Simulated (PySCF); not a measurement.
Si(Cl)(Br)(OH)(OMe) (CH4BrClO2Si), SMILES CO[Si](O)(Cl)Br.

Geometry optimised at B3LYP-D3(BJ)/def2-SVP. Other conformers were not sampled.

Vertical ionisation energy (IE) and electron affinity (EA) in eV. Rows of orbital energies are one-electron estimates. Where ΔSCF, EOM or ADC give a negative EA the extra electron is unbound and the value depends on the basis.

```tsv
level	IE	EA
−ε(HOMO), −ε(LUMO), M06-2X/def2-TZVP (PySCF)	9.92	-0.80
−ε(HOMO), −ε(LUMO), PBE/def2-TZVP (PySCF)	7.21	1.02
```
